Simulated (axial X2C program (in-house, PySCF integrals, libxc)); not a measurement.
**Bond lengths and stretching modes, held linear, of SbOH⁻**

Computed with an axial X2C code built on PySCF integrals: two-component X2C with atomic mean-field Coulomb and Gaunt terms, Gaussian nuclei, basis Sb dyall-v3z, O dyall-av3z, H dyall-v3z with contracted cores. Spin-free rows use the one-electron spin-free X2C Hamiltonian.

Masses Sb 120.904, O 15.995, H 1.008 u. States: 2c Ω = 3/2 (beyond evenly filled blocks: ω = 3/2); spin-free M_S = 1/2, Λ = 1 (beyond evenly filled blocks: π+α, π+β, π-α).

HF, spin-free: energies above the lowest point

```json
{"r(Sb–O) (Å)": "1.9919", "r(O–H) (Å)": "0.9243", "E (meV)": "2.86"}
{"r(Sb–O) (Å)": "1.9919", "r(O–H) (Å)": "0.9480", "E (meV)": "13.32"}
{"r(Sb–O) (Å)": "1.9919", "r(O–H) (Å)": "0.9717", "E (meV)": "56.05"}
{"r(Sb–O) (Å)": "2.0430", "r(O–H) (Å)": "0.9243", "E (meV)": "0.00"}
{"r(Sb–O) (Å)": "2.0430", "r(O–H) (Å)": "0.9480", "E (meV)": "9.29"}
{"r(Sb–O) (Å)": "2.0430", "r(O–H) (Å)": "0.9717", "E (meV)": "50.83"}
{"r(Sb–O) (Å)": "2.0430", "r(O–H) (Å)": "0.9954", "E (meV)": "119.69"}
{"r(Sb–O) (Å)": "2.0941", "r(O–H) (Å)": "0.9243", "E (meV)": "30.82"}
{"r(Sb–O) (Å)": "2.0941", "r(O–H) (Å)": "0.9480", "E (meV)": "38.97"}
{"r(Sb–O) (Å)": "2.0941", "r(O–H) (Å)": "0.9717", "E (meV)": "79.35"}
{"r(Sb–O) (Å)": "2.1452", "r(O–H) (Å)": "0.9480", "E (meV)": "93.71"}
{"r(Sb–O) (Å)": "2.1452", "r(O–H) (Å)": "0.9954", "E (meV)": "199.47"}
```

**Question.** Fit a quadratic surface with cubic terms in each bond: where is the minimum, and what are the two stretching wavenumbers?

**Answer.** At HF, spin-free: bonds 2.021 and 0.929 Å; harmonic stretches 510.2 and 4300.9 cm⁻¹; force constants 2.29, 10.3 and coupling -0.15 mdyn/Å.

The other levels and Hamiltonians give:

| Hamiltonian | level | r(Sb–O) (Å) | r(O–H) (Å) | lower stretch (cm⁻¹) | upper stretch (cm⁻¹) |
| --- | --- | --- | --- | --- | --- |
| 2c | PBE0 | 2.040 | 0.947 | 489.3 | 4047.7 |
| 2c | HF | 2.046 | 0.931 | 431.1 | 4250.8 |
| 2c | LDA | 2.025 | 0.959 | 501.9 | 3901.2 |
| 2c | MP2 | 2.033 | 0.950 | 520.8 | 4019.5 |
| spin-free | PBE0 | 2.027 | 0.946 | 510.0 | 4076.1 |
| spin-free | LDA | 2.013 | 0.957 | 521.3 | 3945.3 |
| spin-free | MP2 | 2.033 | 0.949 | 500.2 | 4049.6 |

Each state is one determinant, the lowest of a limited PBE0 search; the stretches come from a fit to these few points and carry an uncertainty of a few per cent. Other orders of the atoms were not compared. The levels spread by more than a fifth, so the stretches depend strongly on the method. MP2 freezes inner shells (threshold -2 hartree). For an anion the highest level of a functional can be positive, and the basis then holds the extra electron. The molecule was held linear; bending was not examined, so a bent shape may lie lower. Note: functional without a current term on a determinant with orbital currents, of the molecule or an atom.
